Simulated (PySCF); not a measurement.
Complete the table, then read it.

```
no.                 species (SMILES)  atoms  electrons  dipole moment (D)  HOMO energy (eV)  LUMO energy (eV)  smallest rotational constant (GHz)
  1    CS[Si](N)([SiH2]C#N)[SiH2]C#N     19        106               5.30             -7.45             -1.79                               0.422
  2                 C=CN1CCCN1[SiH3]     20         70               2.08             -5.53                 ?                               1.048
  3              C=CCN([SiH3])/N=C/C     20         70                  ?             -6.14              0.11                               0.779
  4  N#C[SiH2][Si@H](C[SiH3])C(Cl)Cl     18        110                  ?             -8.45             -1.38                               0.390
  5              C[C@@H](F)OC(C)(C)C     21         66               1.96             -8.13              1.30                               1.222
```

Levels: PBE0/pcSseg-1 for dipole moment, HOMO energy and LUMO energy; GFN2-xTB for smallest rotational constant. Geometries: GFN2-xTB. Species are written as SMILES; each is one conformer at its optimised geometry, gas phase, non-relativistic unless stated. Electronic properties by PySCF.

Dipoles, sizes and rotational constants follow the conformer. The torsions of the flexible species, by atom-mapped SMILES:
- `[CH3:1][S:2][Si:3]([NH2:4])([SiH2:5][C:6]#[N:7])[SiH2:8][C:9]#[N:10]`: C1–S2–Si3–N4 58°, S2–Si3–Si5–C6 -89°, S2–Si3–Si8–C9 -151°, H–N4–Si3–S2 41°, H–N4–Si3–S2 179°
- `[CH2:1]=[CH:2][CH2:3][N:4]([SiH3:5])/[N:6]=[CH:7]/[CH3:8]`: C1–C2–C3–N4 -123°, C2–C3–N4–Si5 79°, C3–N4–N6–C7 171°
- `[N:1]#[C:2][SiH2:3][Si@H:4]([CH2:5][SiH3:6])[CH:7]([Cl:8])[Cl:9]`: C2–Si3–Si4–C5 -123°, Si3–Si4–C5–Si6 -65°, Si3–Si4–C7–Cl8 47°
- `[CH3:1][C@@H:2]([F:3])[O:4][C:5]([CH3:6])([CH3:7])[CH3:8]`: C1–C2–O4–C5 160°, C2–O4–C5–C6 -72°

The conformers of `C=CN1CCCN1[SiH3]` aren't listed.

(1) Row 2: the LUMO energy?

(2) Row 3: the dipole moment?

(3) What is the dipole moment in row 4?

(4) In the completed table, which rows hold the lowest and the highest dipole moment, and what is the mean?

(5) In the completed table, which rows hold the lowest and the highest HOMO energy, and what is the mean?

(6) What is the HOMO–LUMO gap, row by row?

## Answers

(1) 0.53 eV.

(2) 0.88 D.

(3) 2.62 D.

(4) Row 3 the lowest (0.88 D), row 1 the highest (5.30 D); the mean over the 5 rows is 2.57 D.

(5) Row 4 the lowest (-8.45 eV), row 2 the highest (-5.53 eV); the mean over the 5 rows is -7.14 eV.

(6) row 1: 5.66, row 2: 6.06, row 3: 6.25, row 4: 7.07, row 5: 9.43 eV.
